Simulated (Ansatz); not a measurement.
BClH$_{3}$Sb, SMILES `Cl[BH][SbH2]`. The species carries charge 0 and has multiplicity 1. Sb takes the def2 core potential. The structure was optimised at the PBE0-D4/def2-TZVP level.

```xyz
6

Cl    0.874   -0.574    2.077
B     0.253    0.453    0.820
Sb   -1.110   -0.334   -0.760
H     0.503    1.616    0.901
H    -0.347    0.567   -1.989
H    -0.174   -1.727   -1.048
```

Problem. What is the dipole moment at B3LYP/def2-TZVPP? (An estimate is asked.)

Solution. The calculation gave: 0.47 D, with components (-0.31, 0.31, -0.18) D in this frame, pointing from negative to positive charge.

Problem. And with PBE, r2SCAN, ωB97M-V? (Best estimate.)

Solution. Ansatz gave: PBE 0.38 D, r2SCAN 0.42 D, ωB97M-V 0.41 D.

Problem. Give the Mulliken charges with B3LYP, PBE, r2SCAN in def2-TZVPP. (Estimate.)

Solution. The calculation gave: 
```csv
atom,B3LYP,PBE,r2SCAN
Cl1,-0.11,-0.08,-0.11
B2,-0.04,-0.05,-0.03
Sb3,0.29,0.26,0.30
H4,0.05,0.03,0.01
H5,-0.10,-0.08,-0.09
H6,-0.09,-0.07,-0.09
```

B3LYP here is the variant with VWN-RPA as its local correlation; programs differ in this.
